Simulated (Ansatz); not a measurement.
`CCCBr` at its PBE0-D4/def2-TZVP geometry, where that method's forces vanish. The species carries charge 0 and has multiplicity 1.

```xyz
11

C     0.9801    0.6732   -0.6434
C    -0.3548   -0.0348   -0.4649
C    -0.5167   -0.5372    0.9491
Br   -2.2181   -1.4501    1.2046
H     1.0929    1.0350   -1.6673
H     1.0670    1.5343    0.0245
H     1.8179    0.0030   -0.4337
H    -1.1782    0.6439   -0.7032
H    -0.4323   -0.8767   -1.1581
H     0.2492   -1.2642    1.2162
H    -0.5069    0.2737    1.6762
```

Question: What forces (eV/Å) does B3LYP-D4/def2-TZVPP give on these atoms in Ansatz 0.2.0? (Best estimate.)

Answer: Ansatz gave: 
```
C1   0.203  0.117 -0.057
C2  -0.158 -0.030 -0.158
C3   0.315  0.102  0.176
Br4 -0.363 -0.201  0.076
H5   0.007 -0.011  0.046
H6   0.003 -0.037 -0.032
H7  -0.032  0.036 -0.011
H8   0.048 -0.037  0.002
H9   0.004  0.053  0.028
H10 -0.044  0.067 -0.017
H11  0.018 -0.059 -0.054
```

B3LYP here is the variant with VWN-RPA as its local correlation; programs differ in this.
